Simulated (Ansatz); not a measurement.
A run of Ansatz (development build ahead of 0.2.0) on doublet Al at this shape:

A single Al atom.

Its results:

| Property | Result |
| --- | --- |
| Converged | yes |
| Reference energy | -241.87013 hartree |
| Correlation energy | -0.03381 hartree |
| Total energy | -241.90394 hartree |
| Spin squared of the determinant | 0.750 |

Which input gives this output? Name the method, the orbitals and the basis set, and write the input.

ROHF-MP2 in cc-pVDZ.

```yaml
crystal:
  periodic: [false, false, false]
  atoms:
    - { symbol: Al, position_ang: [0.0, 0.0, 0.0] }
basis:
  gaussian: { orbitals: cc-pVDZ }
magnetization:
  initial_magnetization: 1
hamiltonian:
  xc: hf
correlation:
  method: mp2
  frozen_orbitals: { Al: 5 }
```
